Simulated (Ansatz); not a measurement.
`BC[SiH2]F` + `[NH2][AlH2]` → `F[SiH2][NH][AlH2]` + `BC` at 298.15 K and 1 bar (ligand exchange at the Si–C bond).

Program: Ansatz. Geometries: PBE0-D4/def2-TZVP. ΔE: electronic, gas phase. CBS: MP2 limit from def2 TZ/QZ plus the TZ coupled-cluster correction, frozen cores. This one scheme is used for every species. One conformer a species, not always the lowest.

```tsv
species	CCSD(T)/CBS energy (Eh)	H − E (kJ/mol)	S (J/(mol·K))
`BC[SiH2]F`	-455.38132	196.4	323.3
`[NH2][AlH2]`	-299.14566	115.0	251.7
`F[SiH2][NH][AlH2]`	-688.71689	151.7	334.1
`BC`	-65.83255	158.6	247.5
```

H − E and S are ideal-gas, rigid-rotor, harmonic terms from PBE0-D4/def2-TZVP, for one conformer and one mirror image of each species. 1 Eh = 2625.50 kJ/mol, R = 8.31446 J/(mol·K).

Task: By hand: ΔE, ΔH, ΔS and ΔG.

Result: ΔE = (-688.71689) + (-65.83255) − (-455.38132) − (-299.14566) = -0.02246 Eh = -59.0 kJ/mol. Δ(H − E) = 151.7 + 158.6 − 196.4 − 115.0 = -1.1, so ΔH = -60.1 kJ/mol. ΔS = 334.1 + 247.5 − 323.3 − 251.7 = 6.6 J/(mol·K). ΔG = -60.1 − 298.15 × (6.6)/1000 = -62.1 kJ/mol.

Task: By hand: the equilibrium constant, and the temperature at which ΔG would vanish if ΔH and ΔS stayed fixed.

Result: log₁₀ K = −ΔG/(RT ln 10) = 10.9. ΔH and −TΔS have one sign here, so there is no such temperature.

The number of gas molecules stays the same, so ΔS is small and ΔH decides. A doubt of 5 kJ/mol in ΔE shifts log₁₀ K by 0.9 here. Other conformers and mirror images would add mixing entropy, several J/(mol·K) or more a flexible species. These are equilibria of isolated gas molecules and say nothing of rates. Largest T1 diagnostic: 0.012 (customary marks: 0.02 for closed shells, 0.045 for open ones).

ΔS is within the doubt of such terms, so its sign, and with it that verdict, could turn.
